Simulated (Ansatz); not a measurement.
Cost and result for the atomization energy of `C#[C][Sn]([F])[F]` radical (6 atoms, 5 bonds).

Total charge 0; spin multiplicity 2. Correlated methods include outer-core shells of Sn, which these sets cover unevenly. Sn takes the def2 core potential. The structure was optimised at the PBE0-D4/def2-TZVP level. Program: Ansatz. All runs use 4 threads of an Arm Neoverse V1 on a shared host. Times are those of one run each, without the atoms' runs, and a repeat can differ threefold. Electronic energies, without spin–orbit coupling; frozen cores. CCSD(T)/CBS adds CCSD(T) − MP2 in def2-TZVPP to the MP2 limit, and its time is that of the two runs behind it. T1 = 0.018; ⟨S²⟩ of the reference is 0.76. With those shells the extrapolation isn't a true limit. B3LYP takes the VWN-RPA correlation (the form of Gaussian; ORCA's B3LYP/G).

CCSD(T)/CBS is a level of theory with its own doubt, some kJ/mol a heavy atom from the limit and from the frozen cores, so smaller differences don't rank the functionals.

```json
{"level": "revPBE-D4/def2-TZVPP", "functions": "188", "wall time": "2.4 s"}
{"level": "BLYP-D4/def2-TZVPP", "functions": "188", "wall time": "2.5 s"}
{"level": "PBE-D4/def2-TZVPP (with forces)", "functions": "188", "wall time": "2.6 s"}
{"level": "PBE0-D4/def2-TZVPP", "functions": "188", "wall time": "3.7 s"}
{"level": "B3LYP-D4/def2-TZVPP (with forces)", "functions": "188", "wall time": "4.2 s"}
{"level": "CAM-B3LYP-D4/def2-TZVPP", "functions": "188", "wall time": "4.2 s"}
{"level": "B97M-V/def2-TZVPP", "functions": "188", "wall time": "9 s"}
{"level": "ωB97X-V/def2-TZVPP", "functions": "188", "wall time": "9 s"}
{"level": "ωB97M-V/def2-TZVPP (with forces)", "functions": "188", "wall time": "13 s"}
{"level": "CCSD(T)/def2-SVP", "functions": "87", "wall time": "15 s"}
{"level": "MP2/def2-QZVPP", "functions": "340", "wall time": "24 s"}
{"level": "CCSD(T)/def2-TZVPP", "functions": "188", "wall time": "6 min"}
{"level": "CCSD(T)/CBS(def2)", "functions": "–", "wall time": "6.4 min"}
```

(1) What atomization energy does each give, and how far from CCSD(T)/CBS? (Best estimate.)

## Answers

(1) The calculation gave: 
```json
{"level": "revPBE-D4/def2-TZVPP", "atomization (kJ/mol)": "2338.8", "difference from CCSD(T)/CBS": "1.0", "per bond": "0.2"}
{"level": "BLYP-D4/def2-TZVPP", "atomization (kJ/mol)": "2357.8", "difference from CCSD(T)/CBS": "20.0", "per bond": "4.0"}
{"level": "PBE-D4/def2-TZVPP (with forces)", "atomization (kJ/mol)": "2428.0", "difference from CCSD(T)/CBS": "90.2", "per bond": "18.0"}
{"level": "PBE0-D4/def2-TZVPP", "atomization (kJ/mol)": "2318.9", "difference from CCSD(T)/CBS": "-18.9", "per bond": "-3.8"}
{"level": "B3LYP-D4/def2-TZVPP (with forces)", "atomization (kJ/mol)": "2309.7", "difference from CCSD(T)/CBS": "-28.1", "per bond": "-5.6"}
{"level": "CAM-B3LYP-D4/def2-TZVPP", "atomization (kJ/mol)": "2325.8", "difference from CCSD(T)/CBS": "-12.0", "per bond": "-2.4"}
{"level": "B97M-V/def2-TZVPP", "atomization (kJ/mol)": "2343.8", "difference from CCSD(T)/CBS": "6.0", "per bond": "1.2"}
{"level": "ωB97X-V/def2-TZVPP", "atomization (kJ/mol)": "2325.2", "difference from CCSD(T)/CBS": "-12.6", "per bond": "-2.5"}
{"level": "ωB97M-V/def2-TZVPP (with forces)", "atomization (kJ/mol)": "2321.1", "difference from CCSD(T)/CBS": "-16.7", "per bond": "-3.3"}
{"level": "CCSD(T)/def2-SVP", "atomization (kJ/mol)": "2149.1", "difference from CCSD(T)/CBS": "-188.7", "per bond": "-37.7"}
{"level": "MP2/def2-QZVPP", "atomization (kJ/mol)": "2410.0", "difference from CCSD(T)/CBS": "72.2", "per bond": "14.4"}
{"level": "CCSD(T)/def2-TZVPP", "atomization (kJ/mol)": "2251.8", "difference from CCSD(T)/CBS": "-86.0", "per bond": "-17.2"}
{"level": "CCSD(T)/CBS(def2)", "atomization (kJ/mol)": "2337.8", "difference from CCSD(T)/CBS": "0.0", "per bond": "0.0"}
```

From BLYP to BHLYP (50 % exact exchange), in def2-TZVPP and without D4, the atomization energy moves by −170.6 kJ/mol: exact exchange takes away binding that semilocal exchange gives to molecules. Leaving LDA and LC-ωPBE aside and taking each functional with its dispersion term where it has one, the values, not all of them listed here, spread over 250.4 kJ/mol, from BHLYP-D4 to PBE-D4. LDA lies +336.3 kJ/mol from PBE without D4, its usual overbinding. In def2-TZVPP, CCSD(T) changes the Hartree–Fock value by +681.2 kJ/mol (the triples alone add +64.0 kJ/mol) and MP2 by +785.7 kJ/mol; breaking electron pairs costs correlation energy, which Hartree–Fock lacks.

Spin–orbit coupling would lower the free Sn atoms strongly, and the atomization energy with them, by more than many differences here. For some Ge, Se and Sn compounds the MP2-based and the directly extrapolated limit differ by 10 to 25 kJ/mol.
